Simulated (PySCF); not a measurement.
CH4ClNOSi2, SMILES Cl[Si@H]1N=CO[SiH2]1.

Coordinates come from a PBE-D3(BJ)/def2-SVP optimisation. The structure was generated by enumeration; whether it is a known compound was not checked.

All values below come from SMD-M06-2X/def2-SVP (PySCF).

Solvation free energies are E(SMD) − E(gas) at the gas-phase geometry, for 1 M in both phases. In vacuum the dipole moment is 2.24 D.

Q: Estimate the solvation free energies in water, dichloromethane, 2-propanol. (The exact figures need the calculation; the answer reports its results.)

A: 
| solvent | ΔG(solv) (kcal/mol) | its non-electrostatic (CDS) part | dipole (D) |
|---|---|---|---|
| water | -2.6 | 3.2 | 2.97 |
| dichloromethane | -4.8 | -0.5 | 2.89 |
| 2-propanol | -4.9 | 0.3 | 2.94 |
